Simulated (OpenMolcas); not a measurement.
# neutral samarium: effect of the basis set

| Property | Result |
| --- | --- |
| Program | OpenMolcas |
| Method | SS-CASPT2, IPEA 0.25 Eh, imaginary shift 0.1 Eh (closed shells correlated: 5s 5p 6s) |
| Active space | 6 electrons in 7 orbitals (4f) |
| State averaging | 2S+1 = 7 even, 7 roots; 2S+1 = 5 even, 140 roots (77 in the spin-orbit step); 2S+1 = 3 even, 3 roots kept (CI in the orbitals of an earlier block) |
| Spin-orbit coupling | state interaction with AMFI integrals over the reference wave functions, term energies averaged over their components |

A. ANO-RCC-VDZP [7s6p4d2f1g], DKH2, point nucleus; CASPT2 step of the order of 40 core-seconds
B. ANO-RCC-VTZP [8s7p5d3f2g1h], DKH2, point nucleus; CASPT2 step of the order of 70 core-seconds
C. ANO-RCC-VQZP [9s8p6d4f3g2h], DKH2, point nucleus; CASPT2 step about 5 core-minutes

Energies in cm-1 above 4f6 6s2 7F0, the measured ground level; measured values from NIST Handbook of Basic Atomic Spectroscopic Data.

| Level | A | B | C | Measured |
| --- | --- | --- | --- | --- |
| 4f6 6s2 7F0 | 0.0 | 0.0 | 0.0 | 0.0 |
| 4f6 6s2 7F1 | 318 | 348 | 359 | 293 |
| 4f6 6s2 7F2 | 885 | 954 | 979 | 812 |
| 4f6 6s2 7F3 | 1613 | 1714 | 1750 | 1490 |
| 4f6 6s2 7F4 | 2440 | 2560 | 2600 | 2273 |
| 4f6 6s2 7F5 | 3350 | 3460 | 3500 | 3125 |
| 4f6 6s2 7F6 | 4320 | 4420 | 4450 | 4021 |
| 4f6 6s2 5D0 | 14540 | 13000 | 12510 |  |
| 4f6 6s2 5D1 | 15710 | 14160 | 13670 |  |
| 4f6 6s2 5D2 | 17740 | 16170 | 15670 |  |
| 4f6 6s2 5D3 | 20310 | 18720 | 18220 |  |
| 4f6 6s2 5D4 | 23380 | 21790 | 21280 |  |
| 4f6 6s2 5G3 | 24410 | 22800 | 22350 |  |
| 4f6 6s2 5G4 | 24450 | 22850 | 22410 |  |
| 4f6 6s2 5G2 | 24520 | 22910 | 22450 |  |
| 4f6 6s2 5G5 | 24740 | 23150 | 22730 |  |
| 4f6 6s2 5L6 | 24930 | 23470 | 23250 |  |
| 4f6 6s2 5L7 | 25360 | 23900 | 23680 |  |
| 4f6 6s2 5G6 | 25480 | 23930 | 23510 |  |
| 4f6 6s2 5L8 | 25900 | 24440 | 24220 |  |
| 4f6 6s2 5L9 | 26570 | 25120 | 24900 |  |
| 4f6 6s2 5L10 | 27390 | 25950 | 25730 |  |
| 4f6 6s2 5H3 | 29320 | 27690 | 27400 |  |
| 4f6 6s2 5H4 | 29520 | 27890 | 27590 |  |

Deviations, from unrounded energies. A percentage is the sum of absolute deviations over the sum of measured energies, with the sign that they share, or ± where signs differ.

```
                  Against measurement  Levels     A      B      C
       mean absolute deviation (cm-1)       6   150    240    270
fine structure of the ground term (%)       6  +7.6  +12.0  +13.5
```

A lies closest to measurement on these levels and C furthest from it. The largest miss of A in the table is 4f6 6s2 7F6, by +300 cm-1. The ranking rests on the paired levels alone, and a cruder setting can come out closer through cancelling errors.

The two smallest mean deviations differ by little beside CASPT2's spread within terms, so their order carries little weight.

Among A to C the level of the table that moves most is 4f6 6s2 5D4, by 2100 cm-1 (lowest in C, highest in A). Moves below CASPT2's spread within the term are not significant.

CASPT2 does not keep the components of a term degenerate, so their means are used; among the terms shown or strongly mixed into the levels shown the widest spread is 450 cm-1 (4f6 6s2 5L, B). High states are left out of the spin-orbit mixing, which shifts the levels that they would mix with. With the s shell closed, the reference lacks s² → p² mixing. Measured partners are found by configuration, term and J. A level has none where our copy of the source lacks it or the pairing is in doubt (some pairs that miss far off the trend of their configuration count as doubtful), and it then counts in no deviation. Levels of configurations outside the active space are missing. The table leaves out levels that lie high or whose names do not pair safely across all columns.
